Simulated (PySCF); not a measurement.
B(vinyl)(OH)(OMe) (C₃H₇BO₂), SMILES B(C=C)(O)OC.

The structure is a stationary point at PBE-D3(BJ)/def2-SVP. One conformer was computed; it need not be the lowest.

Method: PySCF with PBE-D3(BJ)/def2-SVP.

No scaling factor is applied to the harmonic values.

```
mode  ν (cm⁻¹)  IR (km/mol)  moving atoms (share of kinetic energy)
----  --------  -----------  --------------------------------------
1           71          0.2                          H 52 %, C 41 %
2          148          3.8                  O 66 %, H 19 %, C 14 %
3          170          0.1                          H 78 %, C 20 %
4          212          0.6                          C 54 %, H 37 %
5          259          5.3           C 34 %, O 30 %, H 28 %, B 8 %
6          344          8.9          H 46 %, O 26 %, C 16 %, B 12 %
7          415         12.4          H 32 %, O 29 %, C 28 %, B 11 %
8          539         11.4          O 39 %, H 25 %, C 23 %, B 13 %
9          596         78.0                          H 81 %, O 11 %
10         679         15.4          C 36 %, O 27 %, H 20 %, B 17 %
11         713         32.3          B 41 %, C 25 %, H 19 %, O 15 %
12         936        140.0          H 59 %, C 16 %, O 14 %, B 11 %
13         942         36.1                          H 72 %, C 27 %
14         998         35.3                          H 79 %, C 16 %
15        1022         10.5                           H 91 %, C 8 %
16        1122          1.8                  O 38 %, H 33 %, C 27 %
17        1137          2.9                          H 75 %, C 19 %
18        1166          4.5                  H 62 %, C 19 %, O 12 %
19        1232         13.7                   H 67 %, C 20 %, B 9 %
20        1314         95.8          H 36 %, B 34 %, C 16 %, O 14 %
21        1362        369.6           B 44 %, H 30 %, O 18 %, C 9 %
22        1408         85.5                  H 68 %, B 16 %, C 13 %
23        1420          9.4                                  H 97 %
24        1428          2.3                                  H 95 %
25        1458        136.4                  H 59 %, B 22 %, O 15 %
26        1649         30.1                          C 86 %, H 11 %
27        2939         49.2                                  H 97 %
28        3021         29.8                          H 90 %, C 10 %
29        3046         26.4                          H 90 %, C 10 %
30        3056         16.5                                  H 94 %
31        3066          5.3                                  H 92 %
32        3148         13.7                          H 90 %, C 10 %
33        3713         54.2                                  H 94 %
```
